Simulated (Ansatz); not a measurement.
Born–Oppenheimer molecular dynamics of CH3BF2 (7 atoms, charge 0, multiplicity 1). It starts from a relaxed structure.

All numbers below come from RKS BHLYP-D4/6-31G in Ansatz.

* ensemble: NVE (velocity Verlet)
* time step: 0.5 fs
* steps asked: 100
* starting velocities drawn for: 300 K
* seed: 7065

Frames 1 fs apart, positions in Å, forces in eV/Å.

Velocities at 20.0 fs (Å/ps):

```
B -3.35 1.73 0.22
F 0.34 -1.48 2.15
C 1.41 1.14 -4.43
H 29.31 -0.89 15.15
H 8.93 -27.23 -0.75
H -20.76 0.67 4.45
F -0.25 1.23 -0.47
```

```xyz
7
Properties=species:S:1:pos:R:3:forces:R:3 time_fs=20.0 energy_less_start_eV=0.040 T=239
B 0.050 0.019 -0.044 -0.99 -0.39 0.51
F -0.024 -0.038 1.323 0.24 0.11 -0.46
C 1.381 0.004 -0.795 0.05 1.25 0.18
H 1.895 -0.907 -0.596 0.46 -0.73 0.02
H 1.302 0.175 -1.859 -0.11 -0.15 -0.07
H 1.997 0.807 -0.373 0.05 -0.20 -0.13
F -1.178 0.015 -0.632 0.30 0.11 -0.06
7
Properties=species:S:1:pos:R:3:forces:R:3 time_fs=21.0 energy_less_start_eV=0.033 T=248
B 0.046 0.021 -0.043 -0.73 -0.53 0.45
F -0.023 -0.039 1.325 0.23 0.14 -0.52
C 1.382 0.006 -0.799 0.15 0.23 0.67
H 1.926 -0.911 -0.581 -0.02 -0.06 -0.09
H 1.310 0.148 -1.860 -0.12 -0.02 -0.31
H 1.977 0.807 -0.369 0.29 0.11 -0.13
F -1.179 0.016 -0.632 0.20 0.13 -0.07
7
Properties=species:S:1:pos:R:3:forces:R:3 time_fs=22.0 energy_less_start_eV=0.053 T=218
B 0.042 0.022 -0.043 -0.43 -0.66 0.37
F -0.023 -0.041 1.327 0.22 0.16 -0.56
C 1.384 0.008 -0.803 0.24 -0.66 1.02
H 1.956 -0.915 -0.566 -0.48 0.54 -0.20
H 1.317 0.120 -1.865 -0.12 0.09 -0.41
H 1.960 0.808 -0.367 0.49 0.38 -0.13
F -1.179 0.018 -0.633 0.08 0.14 -0.09
7
Properties=species:S:1:pos:R:3:forces:R:3 time_fs=23.0 energy_less_start_eV=0.082 T=174
B 0.037 0.023 -0.041 -0.11 -0.75 0.28
F -0.022 -0.042 1.329 0.19 0.18 -0.58
C 1.385 0.009 -0.806 0.28 -1.17 1.16
H 1.983 -0.915 -0.554 -0.79 0.88 -0.27
H 1.324 0.093 -1.873 -0.11 0.18 -0.30
H 1.947 0.813 -0.365 0.58 0.53 -0.18
F -1.179 0.019 -0.633 -0.04 0.15 -0.12
7
Properties=species:S:1:pos:R:3:forces:R:3 time_fs=24.0 energy_less_start_eV=0.098 T=150
B 0.032 0.022 -0.040 0.21 -0.80 0.20
F -0.021 -0.043 1.330 0.16 0.19 -0.58
C 1.387 0.009 -0.808 0.27 -1.24 1.13
H 2.002 -0.906 -0.544 -0.90 0.95 -0.27
H 1.329 0.067 -1.883 -0.10 0.25 -0.03
H 1.939 0.822 -0.366 0.53 0.49 -0.31
F -1.179 0.020 -0.634 -0.16 0.16 -0.14
7
Properties=species:S:1:pos:R:3:forces:R:3 time_fs=25.0 energy_less_start_eV=0.097 T=152
B 0.027 0.021 -0.038 0.52 -0.81 0.10
F -0.021 -0.044 1.331 0.13 0.19 -0.55
C 1.390 0.009 -0.809 0.18 -0.89 0.99
H 2.012 -0.888 -0.537 -0.82 0.73 -0.19
H 1.333 0.044 -1.894 -0.10 0.31 0.28
H 1.937 0.837 -0.369 0.37 0.31 -0.47
F -1.179 0.022 -0.635 -0.27 0.16 -0.16
7
Properties=species:S:1:pos:R:3:forces:R:3 time_fs=26.0 energy_less_start_eV=0.090 T=161
B 0.023 0.020 -0.037 0.79 -0.78 0.01
F -0.020 -0.045 1.331 0.09 0.18 -0.52
C 1.392 0.007 -0.809 -0.04 -0.24 0.81
H 2.015 -0.863 -0.531 -0.52 0.26 -0.04
H 1.336 0.024 -1.903 -0.10 0.35 0.53
H 1.938 0.854 -0.377 0.15 0.06 -0.63
F -1.179 0.024 -0.635 -0.36 0.16 -0.18
7
Properties=species:S:1:pos:R:3:forces:R:3 time_fs=27.0 energy_less_start_eV=0.092 T=159
B 0.019 0.018 -0.035 1.01 -0.72 -0.08
F -0.019 -0.046 1.332 0.05 0.17 -0.47
C 1.394 0.006 -0.809 -0.40 0.57 0.63
H 2.012 -0.836 -0.526 -0.07 -0.37 0.18
H 1.338 0.007 -1.906 -0.12 0.37 0.63
H 1.940 0.872 -0.391 -0.05 -0.18 -0.72
F -1.180 0.025 -0.636 -0.42 0.15 -0.18
7
Properties=species:S:1:pos:R:3:forces:R:3 time_fs=28.0 energy_less_start_eV=0.101 T=145
B 0.017 0.015 -0.033 1.17 -0.63 -0.16
F -0.018 -0.047 1.332 0.02 0.15 -0.42
C 1.396 0.004 -0.808 -0.79 1.28 0.51
H 2.009 -0.812 -0.519 0.38 -0.96 0.40
H 1.339 -0.006 -1.903 -0.15 0.36 0.56
H 1.942 0.888 -0.412 -0.19 -0.33 -0.71
F -1.180 0.027 -0.637 -0.43 0.14 -0.17
7
Properties=species:S:1:pos:R:3:forces:R:3 time_fs=29.0 energy_less_start_eV=0.098 T=150
B 0.015 0.011 -0.032 1.25 -0.53 -0.24
F -0.017 -0.048 1.332 -0.01 0.13 -0.36
C 1.398 0.004 -0.807 -1.02 1.58 0.53
H 2.010 -0.797 -0.508 0.63 -1.23 0.50
H 1.339 -0.016 -1.895 -0.19 0.30 0.33
H 1.942 0.901 -0.439 -0.25 -0.37 -0.61
F -1.181 0.029 -0.638 -0.41 0.12 -0.15
7
Properties=species:S:1:pos:R:3:forces:R:3 time_fs=30.0 energy_less_start_eV=0.072 T=189
B 0.015 0.007 -0.031 1.24 -0.41 -0.30
F -0.016 -0.048 1.331 -0.04 0.10 -0.31
C 1.398 0.005 -0.805 -0.95 1.32 0.72
H 2.016 -0.794 -0.492 0.52 -1.01 0.42
H 1.337 -0.023 -1.885 -0.22 0.19 -0.01
H 1.940 0.910 -0.472 -0.21 -0.28 -0.42
F -1.182 0.031 -0.639 -0.34 0.09 -0.11
7
Properties=species:S:1:pos:R:3:forces:R:3 time_fs=31.0 energy_less_start_eV=0.043 T=234
B 0.015 0.003 -0.030 1.16 -0.27 -0.34
F -0.015 -0.049 1.331 -0.06 0.07 -0.26
C 1.398 0.008 -0.803 -0.66 0.63 0.98
H 2.027 -0.800 -0.473 0.14 -0.43 0.18
H 1.332 -0.029 -1.874 -0.25 0.05 -0.33
H 1.936 0.917 -0.510 -0.09 -0.10 -0.18
F -1.184 0.033 -0.641 -0.24 0.06 -0.05
```

Of the whole run (50 fs, mean temperature of the second half 188 K): The conserved energy stayed within 0.16 meV per atom of its start (net change 0.12 meV per atom), so the integration is sound. A run of 0.05 ps of so small a system gives no equilibrium averages. Limits of this set-up: no polarisation functions.

Run time: 100 s on 1 thread of Arm Neoverse V2, with other jobs on the host, peak memory 0.09 GiB.
